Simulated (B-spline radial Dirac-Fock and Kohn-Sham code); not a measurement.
L-shell conversion coefficients of Yb against transition energy

Calculated with a B-spline atomic structure program, using a Dirac-Hartree-Slater potential of the neutral atom with a Latter tail (no hole, which puts coefficients of high multipoles low close above an edge), finite nucleus with surface currents. Subshells within 1 keV of threshold and pair formation are left out.

```tsv
energy (keV)	E2	E3	M1	M2	M4	M5
14.6	21200	3.74e+06	128	40400	1.53e+09	6.87e+10
18.2	7030	1.02e+06	66.2	14100	2.92e+08	1.32e+10
18.8	5980	840000	60.1	12100	2.29e+08	1.03e+10
20	4390	583000	50.0	9060	1.44e+08	6.42e+09
21.6	2980	370000	39.7	6300	8.14e+07	3.53e+09
22.9	2230	262000	33.4	4790	5.28e+07	2.24e+09
26.6	1060	108000	21.4	2380	1.75e+07	6.92e+08
26.8	1020	103000	20.9	2300	1.65e+07	6.52e+08
47.4	60.7	3570	3.87	171	271000	7.31e+06
50	46.8	2610	3.31	135	186000	4.81e+06
54.2	31.6	1630	2.61	94.5	106000	2.57e+06
69.7	9.38	376	1.25	31.6	18800	369000
79.6	4.98	174	0.847	17.9	7690	134000
100	1.71	47.0	0.437	6.89	1710	24300
126	0.596	12.7	0.225	2.69	392	4500
200	0.0811	1.02	0.0609	0.446	24.1	180
208	0.0690	0.828	0.0546	0.385	19.2	139
214	0.0615	0.714	0.0505	0.346	16.3	115
410	0.00559	0.0309	0.00863	0.0353	0.518	2.06
500	0.00299	0.0135	0.00512	0.0185	0.201	0.685
645	0.00145	0.00516	0.00265	0.00841	0.0647	0.183
951	0.000551	0.00149	0.000992	0.00271	0.0136	0.0301
1000	0.000491	0.00129	0.000876	0.00235	0.0112	0.0242
1080	0.000413	0.00104	0.000724	0.00190	0.00848	0.0176
1540	0.000197	0.000423	0.000304	0.000740	0.00253	0.00447
2000	0.000118	0.000233	0.000163	0.000382	0.00113	0.00182
```

Task: How fast do they fall between 1080 and 2000 keV?

Result: As powers of the energy: E2 E^-2.04, E3 E^-2.43, M1 E^-2.42, M2 E^-2.61, M4 E^-3.27, M5 E^-3.68. Within one type (E or M) the higher multipoles fall faster.
